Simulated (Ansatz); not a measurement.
`FC(F)C(F)(F)F`. The species carries charge 0 and has multiplicity 1.

```xyz
8

F    -0.711    0.046    1.598
C     0.302   -0.036    0.721
F     0.903   -1.228    0.858
C    -0.259    0.079   -0.702
F    -0.861    1.257   -0.850
F    -1.134   -0.883   -0.958
F     0.736    0.000   -1.582
H     1.023    0.765    0.915
```

(1) What are the harmonic wavenumbers in cm⁻¹ at PBE0-D4/def2-TZVP (Ansatz, finite differences of forces, unscaled)? (An estimate is asked.)

(2) Is this a minimum?

(3) Give the ideal-gas thermochemistry at 298.15 K and 1 bar (rigid rotor, harmonic oscillator; point group Cs, symmetry number 1).

(4) And at 400, 500, 600, 800 and 1000 K?

Results:

(1) Computed: 74, 210, 243, 364, 417, 525, 585, 588, 733, 879, 1167, 1173, 1216, 1242, 1324, 1376, 1451, 3100.

(2) Yes, all 18 modes are real.

(3) Zero-point energy 99.7 kJ/mol; H(298) − E = 118.2 kJ/mol; entropy 333.2 J/(mol·K), of which translation 168.6, rotation 114.1, vibration 50.5; G(298) − E = 18.8 kJ/mol. Modes under 100 cm⁻¹ are hindered rotations or soft bends, so the harmonic entropy is rough.

(4) 
| T (K) | H − E (kJ/mol) | S (J/mol/K) | G − E (kJ/mol) |
| --- | --- | --- | --- |
| 400 | 128.6 | 363.1 | -16.7 |
| 500 | 140.4 | 389.4 | -54.3 |
| 600 | 153.4 | 413.1 | -94.5 |
| 800 | 182.1 | 454.2 | -181.3 |
| 1000 | 213.0 | 488.7 | -275.7 |
